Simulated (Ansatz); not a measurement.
Input for Ansatz (development build ahead of 0.2.0):

```yaml
crystal:
  periodic: [false, false, false]
  atoms:
    - { symbol: H, position_ang: [-0.00317, -0.07919, -1.88934] }
    - { symbol: H, position_ang: [-0.03291, -0.07297, -0.56088] }
    - { symbol: H, position_ang: [0.14951, 0.06404, 1.10208] }
    - { symbol: H, position_ang: [0.17515, 0.05385, 1.36247] }
basis:
  gaussian: { orbitals: "6-31G" }
hamiltonian:
  xc: hf
output:
  forces: true
```

The input is written out in the form of the current development build from the run's settings.

Results

| Item | Value |
| --- | --- |
| Converged | yes |
| Total energy | -1.47333 hartree |

Forces (eV/Å):
| atom | Fx | Fy | Fz |
| --- | --- | --- | --- |
| H1 | -0.133 | 0.018 | 5.359 |
| H2 | 0.091 | -0.046 | -5.834 |
| H3 | -16.279 | 6.485 | -165.226 |
| H4 | 16.321 | -6.457 | 165.700 |

Caution: stretched shape with no unrestricted run beside it, a lower state can exist.
